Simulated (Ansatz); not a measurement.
```yaml
crystal:
  periodic: [false, false, false]
  atoms:
    - {symbol: C, position_ang: [0.980130, 0.334065, 1.910017]}
    - {symbol: C, position_ang: [0.371258, 0.124795, 0.722460]}
    - {symbol: Ga, position_ang: [-0.581909, -0.198859, -1.133999]}
    - {symbol: Cl, position_ang: [-2.294638, -1.821597, -1.389644]}
    - {symbol: Cl, position_ang: [0.006041, 1.042828, -3.069051]}
    - {symbol: H, position_ang: [1.519095, 0.518767, 2.960228]}
basis:
  gaussian: {orbitals: def2-mTZVP, nuclear_model: gaussian}
hamiltonian: {xc: {name: B2PLYP}}
charge: 1
output: {forces: true}
```

```sh
$ ansatz run in.yaml --threads 4 --pin off --events-out ev --progress --plain --max-ram 10444MiB
```

It prints (some lines left out):

```
Error: YAML parse error: error: line 13 column 1: unknown field `charge`, expected one of crystal, accuracy, basis, kpoints, hamiltonian, magnetization, projection, total_charge, correlation, batch, efield, external_charges, scf, relax, neb, saddle, md, ramp, phonons, dielectric, real_time, elastic, magnetic_configurations, gw, evaluate, workflow, output, checkpoint, execution
11 |   gaussian: {orbitals: def2-mTZVP, nuclear_model: gaussian}
12 | hamiltonian: {xc: {name: B2PLYP}}
13 | charge: 1
14 | output: {forces: true}
```

In this input the input holds a key that doesn't belong there. The program refused the input.
